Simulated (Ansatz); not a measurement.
Mulliken charges of `[CH3][V](=[NH])([F])[F]` from ωB97M-V/def2-TZVPP in Ansatz (PBE0-D4/def2-TZVP geometry).

| atom | x (Å) | y (Å) | z (Å) | charge (e) |
| --- | --- | --- | --- | --- |
| C1 | -1.153 | 0.082 | -0.446 | -0.478 |
| V2 | 0.820 | 0.090 | -0.150 | 1.121 |
| N3 | 0.929 | -0.419 | 1.362 | -0.509 |
| F4 | 1.502 | -1.058 | -1.255 | -0.353 |
| F5 | 1.348 | 1.733 | -0.305 | -0.353 |
| H6 | -1.541 | -0.928 | -0.307 | 0.144 |
| H7 | -1.299 | 0.419 | -1.477 | 0.138 |
| H8 | -1.630 | 0.766 | 0.258 | 0.144 |
| H9 | 1.114 | -0.733 | 2.305 | 0.147 |

**Question.** By hand: the dipole of these point charges (1 e Å = 4.8032 D).

**Answer.** Σ q r = (-0.481, -0.037, 0.030) e Å, of length 0.483 e Å = 2.32 D.

**Question.** How does the dipole of the full density compare? (Best estimate.)

**Answer.** Ansatz gave: (-0.290, -0.132, 0.338) e Å, 2.23 D; the point charges give 1.04 times that, at 47° from its direction.

Point charges leave out the atoms' own dipoles, such as those of lone pairs, and Mulliken's split depends on the basis, so the two needn't agree.
